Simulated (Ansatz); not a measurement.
```yaml
crystal:
  periodic: [false, false, false]
  atoms:
    - {symbol: F, position_ang: [-0.822615, -2.567425, -0.061450]}
    - {symbol: Hf, position_ang: [-0.239990, -0.779419, -0.023613]}
    - {symbol: Se, position_ang: [-0.848818, 0.366255, -2.239361]}
    - {symbol: Se, position_ang: [-1.381027, 0.452601, 1.918853]}
    - {symbol: Se, position_ang: [2.306295, -0.715158, 0.301231]}
    - {symbol: H, position_ang: [0.432628, 1.084703, -2.122488]}
    - {symbol: H, position_ang: [-1.438981, 1.626233, 1.029416]}
    - {symbol: H, position_ang: [2.084607, 0.475010, 1.141610]}
basis:
  gaussian: {orbitals: ANO-RCC-VTZP, fitting: {mean_field: cc-pVTZ-jkfit}}
hamiltonian: {xc: {name: HSE06}, dispersion: d4}
output: {forces: true}
```

```sh
$ ansatz run in.yaml --threads 2 --pin off --events-out ev --progress --plain --max-ram 32768MiB --backend cuda --devices 0, --max-vram 18GiB
```

Task: How does Ansatz answer? (An estimate is asked.)

Result: Computed: The program refused the input.
```
Functional definition: HSE06
Error: <dir> the basis set cc-pVTZ-JKFIT has no functions for Hf
```

HSE06 is defined as in plane-wave codes.
